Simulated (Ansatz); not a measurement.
CuI, charge -1, sextet, at a GFN2-xTB geometry of the parent state (such geometries of metal compounds can be far from the true shape) (the multiplicity is a formal guess) (core potentials on I) (a gas-phase anion, which may not be bound at this level); SVWN5/def2-SVP (Ansatz, a first-principles code).

Ansatz was given this input:
Ansatz 0.2 input:
```yaml
crystal:
  periodic: [false, false, false]
  atoms:
    - {symbol: Cu, position_ang: [-0.00000000, -0.00000000, -1.64845868]}
    - {symbol: I, position_ang: [0.00000000, 0.00000000, 0.90198683]}
basis:
  gaussian:
    orbitals: def2-SVP
hamiltonian:
  xc: {name: SVWN5}
total_charge: -1
magnetization: {spin_polarized: false, initial_magnetization: 5}
```

Q: Write the output that Ansatz gives for this input, abridged.

A: 
```
Functional definition: SVWN5
700 factors; their error is unknown
mean field evaluation 1: about -52555.9162 eV, gradient 1.9e2 eV
mean field evaluation 2: about -52479.4836 eV, gradient 1.9e2 eV
mean field evaluation 4: about -52623.3958 eV, gradient 6.4e1 eV
mean field evaluation 8: about -52628.5278 eV, gradient 5.5e1 eV
mean field evaluation 16: about -52638.0281 eV, gradient 3.2e0 eV
mean field evaluation 32: about -52638.0892 eV, gradient 1.4e-1 eV
mean field evaluation 64: about -52629.0505 eV, gradient 2.1e1 eV
mean field evaluation 96: about -52636.6932 eV, gradient 5.6e0 eV
mean field evaluation 128: about -52638.0077 eV, gradient 8.5e-1 eV
mean field evaluation 160: about -52636.8068 eV, gradient 9.2e-4 eV
mean field evaluation 192: about -52637.6837 eV, gradient 1.2e1 eV
mean field evaluation 224: about -52638.0118 eV, gradient 1.8e-1 eV
mean field evaluation 256: about -52631.7864 eV, gradient 4.2e1 eV
mean field evaluation 288: about -52637.0669 eV, gradient 1.3e1 eV
mean field evaluation 320: about -52638.0468 eV, gradient 4.9e-1 eV
mean field evaluation 352: about -52638.0315 eV, gradient 6.5e-1 eV
mean field evaluation 384: about -52637.9986 eV, gradient 3.0e0 eV
mean field evaluation 416: about -52638.0923 eV, gradient 3.2e-2 eV
mean field evaluation 448: about -52637.6628 eV, gradient 1.6e0 eV
mean field evaluation 480: about -52636.9093 eV, gradient 1.1e0 eV
mean field evaluation 512: about -52636.3731 eV, gradient 2.1e1 eV
mean field evaluation 544: about -52638.0625 eV, gradient 9.3e-1 eV
mean field evaluation 576: about -52638.0147 eV, gradient 4.1e-1 eV
mean field evaluation 608: about -52638.0793 eV, gradient 1.2e-1 eV
mean field evaluation 640: about -52594.5505 eV, gradient 1.1e2 eV
mean field evaluation 672: about -52616.7737 eV, gradient 2.6e1 eV
mean field -52638.08933865 eV, -1934.4141038169 hartree, gradient 1.9e-6 eV, S^2 8.750000; 35 other end points of the search recorded, 0 dependent functions left out
reference -52638.08936345 eV, -1934.4141047284 hartree; 30, 25 occupied and 27, 32 virtual orbitals, 700 factors
Total energy: -52638.08936345 eV, -1934.4141047284 hartree
```
